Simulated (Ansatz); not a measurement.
Cartesian coordinates in Å:
```
O 1.029 -0.905 0.350
Ga -0.197 0.337 0.088
Cl -0.328 1.938 1.455
Cl -1.517 0.223 -1.572
H 1.013 -1.593 -0.321
```

Charge 0, multiplicity 1.

**Question.** List the PBE/def2-TZVPP orbital energies in eV (Ansatz). (An estimate is asked.)

**Answer.** Computed: Occupied: -10095.08, -2739.28, -2739.27, -1234.90, -1094.63, -1094.53, -1094.50, -510.84, -249.84, -249.82, -190.54, -190.52, -190.37, -190.36, -190.35, -190.34, -144.83, -99.44, -99.23, -99.14, -25.23, -21.87, -21.76, -21.39, -21.33, -21.10, -20.19, -19.88, -12.90, -11.09, -9.68, -8.87, -8.76, -8.14, -8.07, -7.95, -7.90. Lowest empty: -2.51, -1.71, 0.14, 1.33, 1.98, 2.67, 3.79, 4.17.
